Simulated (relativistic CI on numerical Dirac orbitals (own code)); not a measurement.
# Ru⁺: q coefficients and field-shift factors

Method of calculation: Dirac-Coulomb-Breit CI, KLI orbitals optimised for each configuration, valence Slater integrals scaled by 0.85, P86 correlation energy added to each configuration, derivatives by finite differences, QED left out (own radial code, finite nucleus).

CI space (outside the closed core [Kr]): 4d7, 4d6 5s, 4d6 5p, 4d5 5s2, 4d6 5d. Levels of other configurations are missing.

With x = (α/α₀)² − 1 an excitation energy changes as ω = ω₀ + qx; K = 2q/ω₀ is the relative enhancement. Terms are leading LS components, so labels can repeat. The field-shift factor is F = δν/δ⟨r²⟩ for the transition from the lowest level.

Lowest level 4d7 4F_9/2.

```csv
Level,ω₀ (cm⁻¹),q (cm⁻¹),K,F (GHz/fm²)
4d7 4F_7/2,1365.5,1385,2.03,0.0363
4d7 4F_5/2,2264.0,2132,1.88,0.0627
4d7 4F_3/2,2838.1,2545,1.79,0.0823
4d7 4P_5/2,9203.3,-598.3,-0.13,0.848
4d7 4P_3/2,9480.9,-646.9,-0.136,0.782
4d6 5s 6D_9/2,9656.4,-7202,-1.49,4.53
4d7 4P_1/2,10233.0,102,0.0199,0.976
4d6 5s 6D_7/2,10591.0,-6259,-1.18,4.55
4d7 2G_9/2,11104.4,416.7,0.075,0.164
4d6 5s 6D_5/2,11275.1,-5442,-0.965,4.45
4d6 5s 6D_3/2,11719.2,-5025,-0.858,4.4
4d6 5s 6D_1/2,12022.2,-4465,-0.743,4.26
4d7 2G_7/2,12376.3,1622,0.262,0.236
```

For a near-neutral ion this model can misplace configurations by up to about 10,000 cm⁻¹ (more where the count of f electrons changes) and terms by 10 to 25 % of their spread. Rates follow the energies as ν³ (E1, M1) or ν⁵ (E2), so they and the lifetimes can be off by large factors. The fine structure of a lone outer electron comes out too small, for d and f at times inverted, and misplaced configurations move strength between like terms.
